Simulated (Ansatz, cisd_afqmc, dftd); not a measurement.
Species: TlCl, charge 0, singlet. TlCl (SMILES [Cl][Tl]).
B3LYP-D3(BJ)/def2-TZVP minimum from Ansatz (a quantum-chemistry and plane-wave program):
```xyz
2

Tl     0.0000     0.0000    -0.4393
Cl     0.0000     0.0000     2.0929
```
Charge 0, spin multiplicity 1.

Wanted: atomisation energy (electronic, to ground-state atoms), in kcal/mol. UHF or UKS for unpaired electrons; spin-orbit terms are left out. Correlated methods leave the cores frozen (noble-gas shells, and filled d and f shells in the p block). Past Kr the def2 sets carry scalar-relativistic core potentials. AFQMC is phaseless with a CISD trial state; ± is one standard error, without the phaseless bias. Outlying blocks are dropped, and bars are widened where a walk drifts. Over all cases where full CI ran beside it in this data, AFQMC minus full CI had a median of +0.1 mEh and passed +0.4 mEh in a tenth of the cases. CBS(X,Y): correlation extrapolated as X^-3, Hartree-Fock from the larger set. A bracket is a step between two methods taken in the basis named. For partners of very few electrons the exact lower level stands in for a higher one. Spin-orbit terms, left out, reach several kcal/mol for Br and I, and more for heavier atoms.

| level | program | atomisation energy (kcal/mol) | difference against the last row |
|---|---|---|---|
| PBE-D4/def2-TZVPD | Ansatz + dftd4 | 105.9 | 3.4 |
| r2SCAN-D3(BJ)/def2-TZVPD | Ansatz + dftd3 | 103.9 | 1.4 |
| r2SCAN/def2-TZVPD | Ansatz | 103.7 | 1.2 |
| B3LYP/def2-TZVPD | Ansatz | 99.7 | -2.8 |
| CAM-B3LYP-D3(BJ)/def2-TZVPD | Ansatz + dftd3 | 100.3 | -2.2 |
| wB97X-V/def2-TZVPD | Ansatz | 103.0 | 0.5 |
| B2PLYP-D4/def2-TZVPD | Ansatz + dftd4 | 100.9 | -1.6 |
| MP2/def2-SVP | Ansatz | 92.0 | -10.5 |
| MP2/def2-QZVPP | Ansatz | 104.6 | 2.1 |
| CCSD(T)/def2-TZVPP | Ansatz | 97.2 | -5.3 |
| CCSD(T)/CBS(def2-TZVPP,def2-QZVPP) | Ansatz | 102.5 | 0.0 |
| CCSDTQ/def2-SVP | Ansatz | 89.3 | -13.2 |
| AFQMC/CISD/def2-SVP | cisd_afqmc | 89.4 ± 0.2 | -13.1 |
| CCSD(T)/CBS(def2-TZVPP,def2-QZVPP) + [CCSDT(Q) - CCSD(T)]/def2-QZVPP | Ansatz | 102.5 | 0.0 |
| CCSD(T)/CBS(def2-TZVPP,def2-QZVPP) + [CCSDT(Q) - CCSD(T)]/def2-QZVPP + [CCSDTQ - CCSDT(Q)]/def2-SVP | Ansatz | 102.5 | 0.0 |
